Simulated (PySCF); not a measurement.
# Relaxation of doublet SbF4

All numbers come from UPBE0/[Sb def2-SVP with ECP28, F def2-SVP], scalar-relativistic core potentials, density fitting, no spin–orbit coupling, PySCF. A (50,194) grid was used.

A start displaced from a saddle point along its imaginary mode, with no symmetry imposed:

```xyz
5
charge 0 multiplicity 2, angstrom
Sb    0.0026   -0.0512    0.0592
F     1.7279    0.1640    1.0381
F    -1.7278    0.1641    1.0262
F    -0.0083    1.4565   -1.1035
F    -0.0084   -1.4589   -1.3372
```

Optimiser trace:
| step | E − E(last) (kJ/mol) | largest gradient (Eh/bohr) |
| --- | --- | --- |
| 0 | 22.00 | 0.01830 |
| 1 | 13.00 | 0.00474 |
| 2 | 9.59 | 0.00339 |
| 3 | 9.33 | 0.00264 |
| 4 | 9.29 | 0.00031 |
| 5 | 9.28 | 0.00029 |
| 6 | 9.22 | 0.00051 |
| 7 | 9.13 | 0.00086 |
| 8 | 8.91 | 0.00160 |
| 9 | 8.35 | 0.00320 |
| 10 | 7.15 | 0.00599 |
| 11 | 5.62 | 0.00620 |
| 12 | 2.43 | 0.01061 |
| 13 | 1.95 | 0.00934 |
| 14 | 1.16 | 0.00516 |
| 15 | 0.55 | 0.00174 |
| 16 | 0.13 | 0.00176 |
| 17 | 0.01 | 0.00077 |
| 18 | 0.00 | 0.00017 |
| 19 | 0.00 | 0.00013 |

It ends at C2v with Sb–F 1.899 Å (×2), Sb–F 1.957 Å (×2); F–Sb–F 95.9° (×4), F–Sb–F 98.9°, F–Sb–F 161.9° (after a last refinement on a finer grid). The frequency run here used a shortcut that can spoil soft modes, so no verdict on minimum or saddle point is given.

Final geometry:
Coordinates in bohr (charge 0 multiplicity 2):
```
Sb    0.0001   -0.0147    0.3397
F     3.6529   -0.0408    0.9186
F    -3.6523   -0.0388    0.9212
F     0.0001    2.8107   -1.8741
F    -0.0015   -2.6385   -2.1096
```

Spin–orbit coupling, left out here, can matter for elements this heavy.
